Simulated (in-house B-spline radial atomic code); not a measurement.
**RPA and G0W0 on wB97X: Se VI (Se5+)**

Configuration [Ar] 3d10 4s1, highest spin, mean-field start wB97X. Computed with a B-spline radial code for spherical atoms: all electrons, non-relativistic, point nucleus, each spin shell either full or empty, empty states to l = 9 with an (l + 1/2)⁻⁴ tail; G0W0 by contour deformation at full frequency.

Command:
```bash
python run_gw.py task.json out
```
Settings (radii: box in bohr, nucleus in fm):
```
Z                        34
electrons                29
configuration            [Ar] 3d10 4s1
hamiltonian              nr
method                   wb97x
lmax                     9
spin_polarised           True
box_radius               10.43
intervals                50
ion_configuration        [Ar] 3d10
```

Time taken, with all properties: 5.9 s on 1 thread of Arm Neoverse N1 (shared host).

Energies (hartree):

```
                                     term        value
                         mean-field total  -2395.27751
Hartree-Fock functional on these orbitals  -2393.72879
                      direct second order      -2.4119
                    second-order exchange       0.7051
                         SOSEX correction      0.65529
```

Task: What is the RPA correlation energy, and what remains with SOSEX?

Result: RPA gives -2.126 hartree (-1.99 eV per electron); RPA + SOSEX gives -1.4707, and the second-order doubles -1.7068 hartree (no singles). RPA lacks exchange-type terms and so overcorrelates at short range.

Quasi-particle levels (eV):

| level | occupied | mean field | Σx - vxc | Σc | QP weight | G0W0 |
| --- | --- | --- | --- | --- | --- | --- |
| 4s up | yes | -78.92 | -0.93 | ? | ? | ? |
| 3d down | yes | -129.10 | -11.44 | 2.55 | 0.957 | -137.99 |
| 3d up | yes | -129.29 | -11.50 | 2.55 | 0.884 | -138.25 |
| 4s down | no | -66.50 | 2.61 | -2.31 | 0.974 | -66.20 |

G0W0 = mean field + (Σx - vxc) + Σc, with Σc (partial-wave tail included) taken at the quasi-particle energy. Only the outer levels were computed. Levels of low weight are left out.

Task: Where does G0W0 put 4s up?

Result: At -81.52 eV, with Σc = -1.67 eV and a quasi-particle weight of 0.981. The tabulated removal energy is 81.83 ± 0.03 eV (NIST, measured); the calculation leaves out relativity, Breit and QED terms, and what these don't explain is the method's own error.

Task: What does it cost to remove one electron (to [Ar] 3d10) by differences of total energies, each species on its own start (correlation terms add to the Hartree-Fock functional)?

Result: wB97X 80.35 eV, Hartree-Fock functional 79.51 eV, + RPA 81.15 eV, + RPA + SOSEX 80.53 eV, + second order 80.94 eV. Tabulated: 81.83 ± 0.03 eV (NIST, measured); the calculation leaves out relativity, Breit and QED terms, and what these don't explain is the method's own error.
